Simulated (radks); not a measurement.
Task: The selenium ion Se11+ is in [Ar] 3d5. Calculated with a radial shooting solver on a logarithmic mesh with Libxc functionals: non-relativistic Kohn-Sham, PBE, spin-polarised, spherical densities, point nucleus. Open shells are filled with parallel spins first. One electron is removed from 3d, 3s, 2p, 3p in turn, with full relaxation. Which removal costs least, and what does each cost?

Result: 3d 344.65 eV; 3p 428.26 eV; 3s 483.44 eV; 2p 1749.5 eV. The 3d electron leaves first.
